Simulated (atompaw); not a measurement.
**Before and after: PAW (atompaw) potential for Os**

Os (Z = 76), PAW, made with atompaw 4.2.0.5 (PBEsol, scalar-relativistic). Core [Kr] 4d10 4f14, reference 5s2 5p6 5d6 6s2 6p0. Waves: 5s (bound): rc 1.55 bohr; 6s (bound): rc 2.60 bohr; 5p (bound): rc 2.10 bohr; 6p (bound, empty): rc 2.60 bohr; 5d (bound): rc 2.60 bohr; 5d channel at 0.25 Ry: rc 2.60 bohr; 5f channel at 0.1 Ry: rc 2.60 bohr. Local part: bessel scheme, radius 2.55 bohr. Core correction: smooth core density matched at 2.50 bohr. Augmentation charge: sinc compensation charge, radius 2.30 bohr; PAW radius 2.60 bohr; waves and projectors: custom polynom2 7 10 vanderbiltortho.

Change: augmentation sinc compensation charge, radius 2.30 bohr; PAW radius 2.60 bohr; waves and projectors: custom polynom vanderbiltortho.

Cutoffs: the cutoffs (Ry, on a coarse ladder) from which the occupation-weighted sum of valence levels, in a spherical-Bessel basis at the reference potential, stays within 10 and 1 mRy of its value at 400 Ry; they do not see the model core or the augmentation charge, which bear on the density cutoff.

Question: What does the change do?

Answer: The potential gets softer (35 Ry and 80 Ry → 30 Ry and 40 Ry); the range in which the d phases agree widens (upper end 2.1 → at the end of the scan); neither file shows a bound ghost.

| quantity | base | changed |
| --- | --- | --- |
| cutoff, loose | 35 Ry | 30 Ry |
| cutoff, tight | 80 Ry | 40 Ry |
| loose cutoff by channel (10 mRy a level) | s 18 Ry, p 15 Ry, d 18 Ry | s 18 Ry, p 15 Ry, d 12 Ry |
| bound ghosts | none | none |
| s: phases at 2.61 bohr within 0.05 rad from the reference energy up to (Ry; the scan ends near 5) | n/a | n/a |
| p: phases at 2.61 bohr within 0.05 rad from the reference energy up to (Ry; the scan ends near 5) | to the end of the scan | to the end of the scan |
| d: phases at 2.61 bohr within 0.05 rad from the reference energy up to (Ry; the scan ends near 5) | 2.1 | to the end of the scan |
| f: phases at 2.61 bohr within 0.05 rad from the reference energy up to (Ry; the scan ends near 5) | 1.2 | 1.6 |
| lowest overlap eigenvalue by channel | s 0.40, p 0.61, d 0.93, f 1.00 | s 0.40, p 0.66, d 0.92, f 1.00 |

 The cutoffs see the waves, projectors and local potential, not the compensation charge or the core.
